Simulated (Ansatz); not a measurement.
Saddle point of TiHClF4, closed shell (TiF₄ ([F][Ti]([F])([F])[F]) + HCl → TiClF₃ ([F][Ti]([F])([F])[Cl]) + HF; bonds formed: Ti1–Cl7, F2–H6; bonds broken: Ti1–F2, H6–Cl7), PBE0-D4/def2-TZVP structure:

Ti1  (-0.453, -0.311, 0.037)
F2  (1.499, -0.441, -0.204)
F3  (-0.486, -2.046, -0.042)
F4  (-1.515, 0.122, -1.255)
F5  (-1.201, -0.018, 1.567)
H6  (1.511, 0.727, -0.140)
Cl7  (0.644, 1.966, 0.037)
(Å)

Energies are electronic, without zero-point energy. Barriers and step energies count from the start structure reached by relaxing down the imaginary mode; all methods use the PBE0-D4 structures, on which another method's saddle can fall below an end. Computed with Ansatz 0.2.0 (basis: def2-TZVPP, with def2-QZVPP for the basis limit); correlated methods freeze the cores. B3LYP uses VWN-RPA correlation. Extrapolation: Hartree–Fock as exp(−7.88 √X), correlation as X^−2.97.

| method | barrier (eV) | step energy (eV) |
| --- | --- | --- |
| SPW92 | 0.150 | 0.042 |
| PBE-D4 | ? | 0.156 |
| BLYP-D4 | 0.626 | 0.209 |
| r2SCAN-D4 | ? | 0.121 |
| B97M-V | 0.666 | 0.129 |
| PBE0-D4 | 0.579 | 0.124 |
| B3LYP-D4 | 0.681 | 0.178 |
| r2SCAN0-D4 | 0.578 | 0.096 |
| BHLYP-D4 | 0.782 | 0.153 |
| CAM-B3LYP-D4 | 0.684 | 0.212 |
| wB97X-V | 0.709 | 0.214 |
| wB97M-V | 0.671 | 0.161 |
| B2PLYP | 0.673 | 0.149 |
| PBE-QIDH | 0.609 | 0.091 |
| RPA on PBE | ? | 0.180 |
| HF | 1.149 | 0.241 |
| MP2 | 0.611 | 0.086 |
| CCSD | 0.791 | 0.188 |
| CCSD(T) | 0.677 | 0.138 |

(1) Fill in the withheld barriers. (An estimate is asked for; the value comes from the calculation.)

No T1 diagnostic of these runs exceeds 0.023.

Answers

(1) By the calculation: RPA on PBE 0.692; PBE-D4 0.488; r2SCAN-D4 0.502 eV. Each is the energy of the saddle less that of the start structure, by the same method.

For comparison, the barrier by CCSD(T) at an estimated basis limit (MP2 extrapolated from triple and quadruple zeta, plus CCSD(T) − MP2 in triple zeta) is 0.640 eV.

Labels in which every atom is bracketed show which atoms are joined, not bond orders.

For scale, one of the runs: CCSD(T)/def2-TZVPP, 244 basis functions, launched by `ansatz run in.yaml --threads 8 --pin off --events-out ev --progress --plain --max-ram 19148MiB`. The run took 3.5 min on 8 CPU threads of an Arm Neoverse V2 (shared host), with 5.8 GiB of host memory at its peak.
